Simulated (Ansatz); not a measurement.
Geometry optimisation, Ansatz 0.2.0, RKS PBE-D4/def2-SVP.

Input:

```yaml
crystal:
  periodic: [false, false, false]
  atoms:
    - { symbol: Se, position_ang: [-1.77, 0.2903, -1.2039] }
    - { symbol: Si, position_ang: [-0.12, 0.2776, 0.2998] }
    - { symbol: B, position_ang: [1.1691, -1.1907, 0.0183] }
    - { symbol: O, position_ang: [0.1055, -1.2587, 0.9099] }
    - { symbol: H, position_ang: [-1.6275, 1.8423, -1.4109] }
    - { symbol: H, position_ang: [-0.0965, 1.2361, 1.4299] }
    - { symbol: H, position_ang: [2.4006, -1.2649, -0.0887] }
basis:
  gaussian: { orbitals: def2-SVP }
hamiltonian:
  xc: pbe
  dispersion: d4
relax:
  f_tol: 0.02
  max_steps: 50
```

Command:

```bash
$ ansatz run input.yaml --threads 2 --pin off --max-ram 3072MiB --backend cpu --events-out ev --progress --plain --runs-dir out
```

Q: Where does it end, and by what steps?

A: It converged. After 20 steps the energy has fallen by 1.270 eV; H5 moved furthest, 1.14 Å.

| step | energy less start (eV) | largest force component (eV/Å) | accepted |
| --- | --- | --- | --- |
| 0 | 0.0000 | 3.912 | yes |
| 1 | -0.8455 | 1.766 | yes |
| 2 | -1.0670 | 1.027 | yes |
| 3 | -1.1080 | 0.810 | yes |
| 4 | -1.1277 | 0.284 | yes |
| 5 | -1.1358 | 0.188 | yes |
| 6 | -1.1426 | 0.198 | yes |
| 7 | -1.1404 | 0.743 | no |
| 8 | -1.1517 | 0.069 | yes |
| 9 | -1.1614 | 0.168 | yes |
| 10 | -1.1695 | 0.631 | yes |
| 11 | -1.1826 | 0.746 | yes |
| 12 | -1.2325 | 0.204 | yes |
| 13 | -1.2565 | 0.238 | yes |
| 14 | -1.2619 | 0.264 | yes |
| 15 | -1.2663 | 0.121 | yes |
| 16 | -1.2694 | 0.059 | yes |
| 17 | -1.2687 | 0.064 | no |
| 18 | -1.2700 | 0.033 | yes |
| 19 | -1.2700 | 0.034 | yes |
| 20 | -1.2701 | 0.005 | yes |

```xyz
7
Properties=species:S:1:pos:R:3
Se -1.343 0.746 -1.632
Si 0.177 0.480 0.044
B 1.303 -1.081 0.215
O 0.129 -1.182 0.844
H -2.381 1.322 -0.737
H -0.072 1.473 1.138
H 2.249 -1.826 0.084
```

Whether the end is a true minimum wasn't checked by a vibrational analysis.

Time of the run: 11 s on 2 threads of AMD EPYC 9R45 96-Core Processor (Zen 5), with other jobs on the host, peak memory 0.17 GiB.
